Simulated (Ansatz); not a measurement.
## What each rung costs, and what it gives

The pair of H2 (SMILES [H][H], atoms 1–2) and C2H7N (SMILES CNC, atoms 3–12), both closed shells, in one local arrangement (a lower one may exist), relaxed at PBE0-D4/def2-TZVP:

```
atom    x (Å)    y (Å)    z (Å)
  H1  -0.2538  -0.7527  -2.8661
  H2  -0.0531  -0.3354  -2.2751
  C3   1.0189  -0.5861   0.5759
  N4   0.3085   0.5499   0.0357
  C5  -1.0725   0.6016   0.4567
  H6   2.0692  -0.5433   0.2812
  H7   0.5977  -1.5079   0.1635
  H8   0.9687  -0.6627   1.6753
  H9   0.7809   1.4072   0.2888
 H10  -1.6126  -0.2527   0.0375
 H11  -1.5446   1.5090   0.0752
 H12  -1.2071   0.5729   1.5513
```

Interaction energies are counterpoise-corrected; the time is that of the whole pair.

Computed with Ansatz 0.2.0 (basis: as named in each row); correlated methods freeze the cores. B3LYP uses VWN-RPA correlation. Extrapolation: Hartree–Fock as exp(−7.88 √X), correlation as X^−2.97.

Times are rough, for one single point on 4 threads of a shared host (Arm Neoverse V2).

The estimate by CCSD(T) at an estimated basis limit (MP2 extrapolated from triple and quadruple zeta, plus CCSD(T) − MP2 in triple zeta) is -0.050 eV.

```json
{"method": "HF", "basis": "STO-3G", "time (s)": "under 1", "interaction energy (eV)": "0.019", "method less estimate": "0.069"}
{"method": "PBE-D4", "basis": "STO-3G", "time (s)": "under 1", "interaction energy (eV)": "-0.047", "method less estimate": "0.003"}
{"method": "SPW92", "basis": "def2-SVP", "time (s)": "under 1", "interaction energy (eV)": "-0.124", "method less estimate": "-0.074"}
{"method": "B3LYP-D4", "basis": "6-31G", "time (s)": "under 1", "interaction energy (eV)": "-0.062", "method less estimate": "-0.012"}
{"method": "PBE-D4", "basis": "def2-SVP", "time (s)": "under 1", "interaction energy (eV)": "-0.077", "method less estimate": "-0.027"}
{"method": "PBE0-D4", "basis": "def2-SVP", "time (s)": "under 1", "interaction energy (eV)": "-0.068", "method less estimate": "-0.018"}
{"method": "CCSD(T)", "basis": "def2-SVP", "time (s)": "2", "interaction energy (eV)": "-0.016", "method less estimate": "0.034"}
{"method": "PBE-D4", "basis": "def2-TZVPPD", "time (s)": "2", "interaction energy (eV)": "-0.069", "method less estimate": "-0.019"}
{"method": "revPBE-D4", "basis": "def2-TZVPPD", "time (s)": "2", "interaction energy (eV)": "-0.058", "method less estimate": "-0.008"}
{"method": "BLYP-D4", "basis": "def2-TZVPPD", "time (s)": "2", "interaction energy (eV)": "-0.050", "method less estimate": "0.000"}
{"method": "PBE0-D4", "basis": "def2-TZVPPD", "time (s)": "2", "interaction energy (eV)": "-0.062", "method less estimate": "-0.011"}
{"method": "B3LYP-D4", "basis": "def2-TZVPPD", "time (s)": "2", "interaction energy (eV)": "-0.053", "method less estimate": "-0.003"}
{"method": "HSE06-D4", "basis": "def2-TZVPPD", "time (s)": "2", "interaction energy (eV)": "-0.062", "method less estimate": "-0.011"}
{"method": "wB97M-V", "basis": "def2-SVP", "time (s)": "2", "interaction energy (eV)": "-0.052", "method less estimate": "-0.002"}
{"method": "r2SCAN-D4", "basis": "def2-TZVPPD", "time (s)": "3", "interaction energy (eV)": "-0.046", "method less estimate": "0.004"}
{"method": "B2PLYP", "basis": "def2-TZVPPD", "time (s)": "4", "interaction energy (eV)": "-0.030", "method less estimate": "0.020"}
{"method": "wB97X-V", "basis": "def2-TZVPPD", "time (s)": "6", "interaction energy (eV)": "-0.052", "method less estimate": "-0.002"}
{"method": "B97M-V", "basis": "def2-TZVPPD", "time (s)": "6", "interaction energy (eV)": "-0.057", "method less estimate": "-0.007"}
{"method": "wB97M-V", "basis": "def2-TZVPPD", "time (s)": "6", "interaction energy (eV)": "-0.051", "method less estimate": "-0.001"}
{"method": "MP2", "basis": "def2-QZVPPD", "time (s)": "21", "interaction energy (eV)": "-0.048", "method less estimate": "0.002"}
{"method": "CCSD(T)", "basis": "def2-TZVPPD", "time (s)": "93", "interaction energy (eV)": "-0.044", "method less estimate": "0.006"}
```

No T1 diagnostic of these runs exceeds 0.009.
